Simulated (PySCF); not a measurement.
Species: C₄H₉O (charge 0, doublet). It need not be the lowest isomer of its formula. SMILES: CC(C)[CH]O
Geometry from a B3LYP-D3(BJ)/def2-TZVP (Ansatz) optimisation:
```
C
H 1 1.0971
C 1 1.4877 2 107.30
O 3 1.3736 1 114.93 2 -51.81
H 4 0.9626 3 109.71 1 -174.40
H 3 1.0874 4 116.76 5 -24.82
C 1 1.5293 2 108.58 3 119.33
H 7 1.0909 1 111.35 2 -58.89
H 7 1.0912 8 108.31 1 -121.99
H 7 1.0935 8 107.99 9 -116.23
C 1 1.5412 2 107.31 3 -120.47
H 11 1.0900 1 110.79 2 62.25
H 11 1.0927 12 108.40 1 121.67
H 11 1.0930 12 108.24 13 116.99
```
Charge 0, spin multiplicity 2.

Dispersion corrections to the total energy (kcal/mol) from the dftd3 and dftd4 libraries through PySCF: D3(BJ) without and D4 with the three-body term, each with the damping fitted for the functional named.

```csv
functional,D3(BJ),D4
PBE,-6.18,-5.63
LC-wPBE,-5.47,-6.18
HF,-46.30,-21.37
TPSS,-7.61,?
PW6B95,-2.75,?
BP86,-9.06,-7.27
PBE0,?,-4.71
```

Question: Fill in the missing entries.

Answer: 
- TPSS, D4: -7.62
- PW6B95, D4: -4.78
- PBE0, D3(BJ): -5.20
